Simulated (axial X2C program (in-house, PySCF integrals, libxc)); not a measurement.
Which functional? An output for TiAs

An SCF output computed with an in-house all-electron X2C program for linear molecules (integrals from PySCF) for TiAs at 2.384 Å, two-component, state Ω = 5/2, As dyall-cv3z [9s9p6d4f1g], Ti dyall-cv3z [10s10p6d4f2g] (cores contracted in-house), without its first line:

```
basis functions 219  fitting functions 1242  grid points 5802
iter        total energy     max residual
   1      -3110.853788392     3.02e-01
   2      -3110.889387452     2.19e-02
   3      -3110.894013805     1.30e-02
   4      -3110.896766426     6.64e-03
   5      -3110.898606741     5.28e-03
   6      -3110.900037850     4.65e-03
   7      -3110.901043295     4.86e-03
   8      -3110.901440937     4.90e-03
   9      -3110.899726030     4.08e-03
  10      -3110.899052709     2.24e-03
  11      -3110.899102855     8.56e-04
  12      -3110.899136166     3.99e-04
  13      -3110.899155027     4.18e-04
  14      -3110.899162958     1.23e-04
  15      -3110.899166350     8.13e-05
  16      -3110.899167054     6.78e-05
  17      -3110.899167639     4.28e-05
  18      -3110.899168031     3.70e-05
  19      -3110.899168252     1.79e-05
  20      -3110.899168323     1.20e-05
  21      -3110.899168348     8.30e-06
  22      -3110.899168365     4.91e-06
  23      -3110.899168373     1.97e-06
  24      -3110.899168374     1.56e-06
converged
one-electron -4637.80967220  Coulomb 1490.93911317  exact exchange -124.18193847  xc functional 0.00000000  nuclear repulsion 161.15044259  atomic mean-field constant -0.99711346
```

Question: Which level of theory produced it?
A. HF
B. M06
C. PBE0

Answer: A. The exact-exchange term against the functional term shows a share of 1 of exact exchange.
